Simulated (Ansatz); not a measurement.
Program: Ansatz. Geometries: PBE0-D4/def2-TZVP. ΔE: electronic, gas phase. CBS: MP2 limit from def2 TZ/QZ plus the TZ coupled-cluster correction, frozen cores. This one scheme is used for every species. Functionals use def2-TZVPP. def2 core potentials past Kr. For Sn outer-core shells are correlated without core-valence functions, which leaves a few kJ/mol of doubt a bond. Each species was taken in one conformer, which may not be the lowest.

Reaction (redistribution): `F[BH][SnH2][SiH3]` + `OC[SiH2]O` → `O[SiH2][SnH2][SiH3]` + `OCBF`

`F[BH][SnH2][SiH3]`:

Z-matrix (Å, degrees):
```
Sn
B 1 2.268
Si 1 2.568 2 110.9
H 1 1.711 2 110.0 3 119.2
H 1 1.710 2 111.9 3 -121.3
F 2 1.318 1 119.6 3 94.3
H 2 1.202 1 123.8 3 -84.0
H 3 1.487 1 110.1 2 58.1
H 3 1.487 1 110.1 2 -61.5
H 3 1.487 1 110.6 2 178.3
```

`OC[SiH2]O`:

```xyz
10

O    -0.076   -1.571    0.999
C     0.571   -0.308    0.906
Si    0.254    0.467   -0.778
O    -1.371    0.343   -1.079
H    -0.966   -1.476    0.646
H     1.641   -0.483    1.055
H     0.252    0.365    1.717
H     0.692    1.893   -0.802
H     0.930   -0.305   -1.847
H    -1.929    1.076   -0.817
```

`O[SiH2][SnH2][SiH3]`:

Cartesian coordinates in Å:
```
O 2.610 0.573 0.083
Si 1.280 1.349 0.687
Sn -0.888 0.554 -0.453
Si -1.304 -1.948 -0.091
H 2.802 0.682 -0.849
H 1.405 2.828 0.544
H 1.251 1.013 2.131
H -0.787 0.858 -2.138
H -2.226 1.449 0.129
H -1.390 -2.241 1.365
H -0.182 -2.735 -0.668
H -2.571 -2.382 -0.739
```

`OCBF`:

Cartesian coordinates in Å:
```
O -1.236 0.934 0.270
C -0.412 -0.196 0.458
B 0.858 -0.300 -0.433
F 1.097 0.662 -1.317
H -0.858 1.474 -0.429
H -0.999 -1.118 0.311
H -0.088 -0.251 1.510
H 1.639 -1.206 -0.370
```

Task: Is it downhill or uphill in electronic energy at CCSD(T)/CBS, and by how much? (Estimate.)

Result: The calculation gave: Downhill: ΔE = -55.0 kJ/mol.

Task: What do these levels give: PBE-D4, PBE0-D4, B2PLYP, MP2/def2-TZVPP, CCSD/def2-TZVPP, HF/def2-QZVPP? (An estimate is asked.)

Result: Computed: PBE-D4 -58.7, PBE0-D4 -60.9, B2PLYP -55.0, MP2/def2-TZVPP -52.9, CCSD/def2-TZVPP -52.6, HF/def2-QZVPP -57.9 kJ/mol.

Largest T1 diagnostic among the species: 0.014.

In def2-TZVPP, CCSD(T) changes the Hartree–Fock value by +6.2 kJ/mol (the triples alone add +0.9 kJ/mol) and MP2 by +4.9 kJ/mol.
